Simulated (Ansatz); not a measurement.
Cost and result for the atomization energy of C$_{2}$H$_{6}$AlBr (`[CH3][Al]([CH3])[Br]`) (10 atoms, 9 bonds).

```tsv
atom	x (Å)	y (Å)	z (Å)
C1	-1.516	-0.339	-0.794
Al2	0.240	0.395	-0.404
C3	1.291	-0.034	1.173
Br4	1.129	1.863	-1.899
H5	-2.219	-0.107	0.012
H6	-1.471	-1.431	-0.864
H7	-1.931	0.044	-1.728
H8	1.458	-1.114	1.246
H9	2.263	0.462	1.176
H10	0.757	0.260	2.083
```

Total charge 0; spin multiplicity 1. Correlated methods include outer-core shells of Br, which these sets cover unevenly. Scalar relativity is left out up to krypton. Geometry: relaxed with PBE0-D4/def2-TZVP. Program: Ansatz. All runs use 4 threads of an Arm Neoverse V1 on a shared host. Times are those of one run each, without the atoms' runs, and a repeat can differ threefold. Electronic energies, without spin–orbit coupling; frozen cores. CCSD(T)/CBS adds CCSD(T) − MP2 in def2-TZVPP to the MP2 limit, and its time is that of the two runs behind it. T1 = 0.008. With those shells the extrapolation isn't a true limit. B3LYP takes the VWN-RPA correlation (the form of Gaussian; ORCA's B3LYP/G). HSE06 is the plane-wave form, built on full-range PBE exchange.

CCSD(T)/CBS is a level of theory with its own doubt, some kJ/mol a heavy atom from the limit and from the frozen cores, so smaller differences don't rank the functionals.

```tsv
level	functions	wall time
HSE06-D4/def2-TZVPP	236	3.6 s
CAM-B3LYP-D4/def2-TZVPP	236	3.7 s
B3LYP-D4/def2-TZVPP (with forces)	236	5 s
r2SCAN-D4/def2-TZVPP (with forces)	236	5.5 s
CCSD(T)/def2-SVP	108	5.5 s
B2PLYP/def2-TZVPP	236	5.5 s
r2SCANh-D4/def2-TZVPP	236	6 s
ωB97X-V/def2-TZVPP	236	8 s
B97M-V/def2-TZVPP	236	9.5 s
ωB97M-V/def2-TZVPP (with forces)	236	12 s
MP2/def2-QZVPP	453	21 s
CCSD(T)/def2-TZVPP	236	2.4 min
CCSD(T)/CBS(def2)	–	2.7 min
```

(1) What atomization energy does each give, and how far from CCSD(T)/CBS? (Estimate.)

Answers

(1) The calculation gave: 
```
                             level  atomization (kJ/mol)  difference from CCSD(T)/CBS  per bond
               HSE06-D4/def2-TZVPP                3546.2                         -5.4      -0.6
           CAM-B3LYP-D4/def2-TZVPP                3543.4                         -8.2      -0.9
 B3LYP-D4/def2-TZVPP (with forces)                3530.6                        -21.0      -2.3
r2SCAN-D4/def2-TZVPP (with forces)                3561.5                          9.9       1.1
                  CCSD(T)/def2-SVP                3376.1                       -175.5     -19.5
                 B2PLYP/def2-TZVPP                3502.2                        -49.4      -5.5
             r2SCANh-D4/def2-TZVPP                3549.5                         -2.1      -0.2
                ωB97X-V/def2-TZVPP                3544.4                         -7.2      -0.8
                 B97M-V/def2-TZVPP                3556.5                          4.9       0.5
  ωB97M-V/def2-TZVPP (with forces)                3546.4                         -5.2      -0.6
                    MP2/def2-QZVPP                3551.7                          0.1       0.0
                CCSD(T)/def2-TZVPP                3467.5                        -84.1      -9.3
                 CCSD(T)/CBS(def2)                3551.6                          0.0       0.0
```

In def2-TZVPP, CCSD(T) changes the Hartree–Fock value by +743.2 kJ/mol (the triples alone add +39.6 kJ/mol) and MP2 by +778.2 kJ/mol; breaking electron pairs costs correlation energy, which Hartree–Fock lacks. From BLYP to BHLYP (50 % exact exchange), in def2-TZVPP and without D4, the atomization energy moves by −11.2 kJ/mol: exact exchange takes away binding that semilocal exchange gives to molecules. The D4 term adds +28.7 kJ/mol with B3LYP and +15.3 kJ/mol with PBE0; it sums over pairs of atoms, weighted by their polarisabilities, and B3LYP, whose exchange is more repulsive, gets the larger term.
